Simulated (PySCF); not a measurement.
One molecule, one basis, several functionals.

BH7O3Si2.
SMILES with atom numbers: `[OH:1][SiH2:2][SiH2:3][B:4]([OH:5])[OH:6]` (hydrogens: H7 on O1; H8, H9 on Si2; H10, H11 on Si3; H12 on O5; H13 on O6)

PySCF, pcSseg-1 basis, density fitting, gas phase, PBE0-D3(BJ)/def2-SVP geometry. One functional is left out:

| functional | exact exchange (%) | HOMO energy (eV) | LUMO energy (eV) |
| --- | --- | --- | --- |
| B97-D | 0 | -6.42 | -1.27 |
| BLYP | 0 | -6.28 | -1.23 |
| BP86 | 0 | -6.53 | -1.48 |
| LDA | 0 | -6.53 | -1.62 |
| OPBE | 0 | -6.40 | -1.29 |
| PBE | 0 | -6.42 | -1.41 |
| B3LYP | 20 | -7.45 | -0.72 |
| B97-2 | 21 | -7.44 | -0.56 |
| mPW1PW91 | 25 | -7.71 | -0.56 |
| BHandHLYP | 50 | -8.78 | 0.42 |

Task: Predict the row of PBE0 (25 % exact exchange) by straight lines through the other rows, and check it.

Result: 
```json
{"property": "HOMO energy (eV)", "line": "-7.64", "computed": "-7.67", "computed − line": "-0.03", "mPW1PW91 (25 %), for comparison": "-7.71"}
{"property": "LUMO energy (eV)", "line": "-0.49", "computed": "-0.56", "computed − line": "-0.07", "mPW1PW91 (25 %), for comparison": "-0.56"}
```

Task: Which of these properties follows the share of exact exchange most closely, and which least?

Result: Most closely the HOMO energy, least the LUMO energy; the correlations over the tabulated rows are HOMO energy -0.995, LUMO energy 0.982. The HOMO energy moves by -0.479 eV for every 10 %. Functionals with the same share still differ in their other parts: at 0 % BLYP and BP86 differ by 0.25 eV in it.
